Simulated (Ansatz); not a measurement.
Calculated with Ansatz (gas phase, PBE0-D4/def2-TZVP geometries, no zero-point term in ΔE). CCSD(T)/CBS adds triple-zeta CCSD(T) − MP2 to the extrapolated MP2 energy (def2 sets, frozen cores). This one scheme is used for every species. Functionals use def2-TZVPP. B3LYP here is the variant with VWN-RPA as its local correlation; programs differ in this. For Br outer-core shells are correlated without core-valence functions, which leaves a few kJ/mol of doubt a bond. Scalar relativity is left out up to krypton. One conformer a species, not always the lowest.

Reaction (silylene formation by 1,1-elimination): `ClC[SiH2]Br` → `CCl` + `[SiH]Br`

`ClC[SiH2]Br`:

Z-matrix (Å, degrees):
```
C
Si 1 1.876
Cl 1 1.780 2 110.8
H 1 1.092 2 110.1 3 119.3
H 1 1.090 2 111.5 3 -120.4
Br 2 2.214 1 109.7 3 65.6
H 2 1.484 1 109.0 3 -176.3
H 2 1.479 1 110.2 3 -54.1
```

`CCl`:

Z-matrix (Å, degrees):
```
C
Cl 1 1.773
H 1 1.088 2 108.6
H 1 1.087 2 108.7 3 -120.0
H 1 1.088 2 108.7 3 120.0
```

`[SiH]Br`:

```xyz
3

Si    0.011   -0.032   -0.875
Br    0.122   -1.260    1.001
H    -0.134    1.292   -0.126
```

```json
{"level": "r2SCAN-D4", "ΔE (kJ/mol)": "195.8", "difference from CCSD(T)/CBS": "10.7"}
{"level": "PBE0-D4", "ΔE (kJ/mol)": "189.7", "difference from CCSD(T)/CBS": "4.6"}
{"level": "B3LYP-D4", "ΔE (kJ/mol)": "172.6", "difference from CCSD(T)/CBS": "-12.5"}
{"level": "ωB97X-V", "ΔE (kJ/mol)": "194.3", "difference from CCSD(T)/CBS": "9.2"}
{"level": "ωB97M-V", "ΔE (kJ/mol)": "178.2", "difference from CCSD(T)/CBS": "-6.9"}
{"level": "PBE", "ΔE (kJ/mol)": "166.4", "difference from CCSD(T)/CBS": "-18.7"}
{"level": "r2SCAN", "ΔE (kJ/mol)": "193.2", "difference from CCSD(T)/CBS": "8.1"}
{"level": "PBE0", "ΔE (kJ/mol)": "180.6", "difference from CCSD(T)/CBS": "-4.5"}
{"level": "B3LYP", "ΔE (kJ/mol)": "155.9", "difference from CCSD(T)/CBS": "-29.2"}
{"level": "SCS-MP2/def2-TZVPP", "ΔE (kJ/mol)": "186.2", "difference from CCSD(T)/CBS": "1.1"}
{"level": "CCSD/def2-TZVPP", "ΔE (kJ/mol)": "175.6", "difference from CCSD(T)/CBS": "-9.5"}
{"level": "CCSD(T)/def2-TZVPP", "ΔE (kJ/mol)": "178.3", "difference from CCSD(T)/CBS": "-6.8"}
{"level": "HF/def2-QZVPP", "ΔE (kJ/mol)": "165.0", "difference from CCSD(T)/CBS": "-20.1"}
{"level": "HF/CBS(def2)", "ΔE (kJ/mol)": "165.1", "difference from CCSD(T)/CBS": "-20.0"}
{"level": "MP2/CBS(def2)", "ΔE (kJ/mol)": "204.8", "difference from CCSD(T)/CBS": "19.7"}
{"level": "CCSD/CBS(def2)", "ΔE (kJ/mol)": "182.4", "difference from CCSD(T)/CBS": "-2.7"}
{"level": "CCSD(T)/CBS", "ΔE (kJ/mol)": "185.1", "difference from CCSD(T)/CBS": "0"}
```

Largest T1 diagnostic among the species: 0.011.

In def2-TZVPP, CCSD(T) changes the Hartree–Fock value by +13.7 kJ/mol (the triples alone add +2.7 kJ/mol) and MP2 by +33.4 kJ/mol. From PBE to PBE0 (25 % exact exchange), in def2-TZVPP and without D4, ΔE moves by +14.2 kJ/mol.
